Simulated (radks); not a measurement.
Results of a calculation; reference values are marked as such.
Question: Ionisation of neutral oxygen, [He] 2s2 2p4, to O+, [He] 2s2 2p3, under several functionals. Non-relativistic Kohn-Sham, spin-polarised, spherical densities, point nucleus; open shells are filled with parallel spins first; a radial shooting solver on a logarithmic mesh with Libxc functionals. The NIST Atomic Spectra Database gives 13.618 eV (measured). Rank these functionals by the error of their Delta-SCF ionisation energy: LDA (Slater exchange, Perdew-Wang correlation); RPBE; PBEsol; PW91; Wu-Cohen GGA; HCTH/407; exchange-only B88; BLYP; BP86; LDA (Slater exchange, VWN5 correlation).

Answer: From best to worst: RPBE 13.578 eV (-0.040); Wu-Cohen GGA 13.555 eV (-0.063); PBEsol 13.543 eV (-0.075); PW91 13.748 eV (+0.130); BP86 13.816 eV (+0.198); BLYP 13.823 eV (+0.204); HCTH/407 13.410 eV (-0.208); LDA (Slater exchange, VWN5 correlation) 13.897 eV (+0.278); LDA (Slater exchange, Perdew-Wang correlation) 13.898 eV (+0.280); exchange-only B88 12.283 eV (-1.335). Open shells are spherical and high-spin; term and fine-structure splittings are not resolved.
